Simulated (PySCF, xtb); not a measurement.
Si(F)(Cl)(OMe)(NH2) (CH5ClFNOSi), SMILES CO[Si](N)(F)Cl.

GFN2-xTB (xtb) at its own geometry gives an orbital gap of 7.76 eV and a dipole moment of 3.46 D.

The structure is a stationary point at B3LYP-D3(BJ)/def2-SVP. The structure was generated by enumeration, and PubChem lists no compound with its InChIKey, so it may never have been made. Other conformers were not sampled.

### Question
What does PBE0/def2-TZVP run with PySCF give? (The exact figures need the calculation; the answer reports its results.)

### Answer
gap 8.85 eV (levels -8.32 and 0.53 eV), dipole 3.01 D.
